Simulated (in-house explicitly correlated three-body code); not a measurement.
Computed with an exponentially correlated three-body code. Model: two electrons around a point charge, non-relativistic, variational in 260 exponentially correlated functions (energies converged to about 1e-7 hartree, or 1e-8 relative for large Z), ground state as one setting changes.

```csv
nuclear charge,ground energy (hartree),binding of second electron (eV),mean radius (bohr),mean distance of electrons (bohr),mean cosine of angle
2.02,-2.97165683,25.346,0.91799,1.4038,-0.063612
2.04,-3.04038884,26.112,0.9068,1.386,-0.063032
2.06,-3.10992043,26.888,0.89587,1.3687,-0.062462
2.08,-3.18025158,27.675,0.88521,1.3518,-0.061901
2.1,-3.25138231,28.474,0.8748,1.3353,-0.06135
2.12,-3.32331262,29.283,0.86464,1.3192,-0.060808
2.14,-3.39604252,30.102,0.85471,1.3035,-0.060275
2.16,-3.46957201,30.933,0.84501,1.2882,-0.059751
2.18,-3.54390109,31.775,0.83553,1.2732,-0.059235
2.2,-3.61902978,32.627,0.82626,1.2586,-0.058728
2.22,-3.69495807,33.491,0.8172,1.2443,-0.058229
2.24,-3.77168598,34.365,0.80834,1.2303,-0.057738
2.26,-3.84921351,35.25,0.79966,1.2166,-0.057256
2.28,-3.92754066,36.146,0.79118,1.2033,-0.05678
2.3,-4.00666745,37.053,0.78287,1.1902,-0.056313
2.32,-4.08659387,37.971,0.77473,1.1774,-0.055852
2.34,-4.16731993,38.899,0.76677,1.1649,-0.055399
2.36,-4.24884564,39.839,0.75897,1.1526,-0.054953
2.38,?,?,?,?,?
2.4,-4.41429602,41.75,0.74383,1.1289,-0.054081
2.42,-4.49822071,42.722,0.73649,1.1173,-0.053655
2.44,?,?,?,?,?
2.46,-4.6684691,44.699,0.72224,1.095,-0.052822
2.48,-4.75479281,45.704,0.71532,1.0842,-0.052415
```

(1) What follows for nuclear charge = 2.44?

(2) What follows for nuclear charge = 2.38?

## Answers

(1) ground energy -4.58294507 hartree; binding of second electron 43.705 eV; mean radius 0.72929 bohr; mean distance of electrons 1.1061 bohr; mean cosine of angle -0.053236.

(2) ground energy -4.331171 hartree; binding of second electron 40.789 eV; mean radius 0.75132 bohr; mean distance of electrons 1.1406 bohr; mean cosine of angle -0.054513.
